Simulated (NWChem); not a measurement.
C$_{3}$H$_{5}$ClSi; SMILES C#C[Si@@H](C)Cl

Results from NWChem. Geometry: optimised at PBE0/def2-SVP. Level: M06-2X/def2-SVP with SMD (1 M gas to 1 M solution), gas-phase geometry. Reactions with the solvent are ignored.

Problem. Order these by “dipole in solution (D)”, lowest first: N,N-dimethylformamide; diethyl ether; benzene.

Solution. benzene (2.32), diethyl ether (2.44), N,N-dimethylformamide (2.58)
